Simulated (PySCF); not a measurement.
Molecule: sum formula H5SiN2O, net charge 0, doublet state. It need not be the lowest isomer of its formula. 
Geometry from a B3LYP-D3(BJ)/def2-TZVP (Ansatz) optimisation:
SMILES: N[Si](N)O
```xyz
9

N     -0.8198    -1.1948     0.7906
Si     0.0672     0.1991     0.3257
N      1.3859    -0.3835    -0.6052
O     -0.6305     1.2907    -0.7229
H     -1.4337    -1.1924     1.5876
H     -1.0516    -1.9204     0.1261
H      1.8919     0.2432    -1.2112
H      1.9721    -1.1189    -0.2442
H     -1.2380     1.9237    -0.3321
```
Charge 0, spin multiplicity 2.

Dispersion corrections to the total energy (kcal/mol) from the dftd3 and dftd4 libraries through PySCF: D3(BJ) without and D4 with the three-body term, each with the damping fitted for the functional named.

```tsv
functional	D3(BJ)	D4
revPBE	(withheld)	-12.31
PBE0	(withheld)	-3.21
B2PLYP	-3.20	-2.66
PBE	-3.86	-3.85
TPSSh	-4.46	-4.70
PW6B95	-1.96	-3.51
r2SCAN	-1.05	(withheld)
```

Task: What belongs in the gaps?

Result: 
- revPBE, D3(BJ): -9.77
- PBE0, D3(BJ): -3.33
- r2SCAN, D4: -0.91
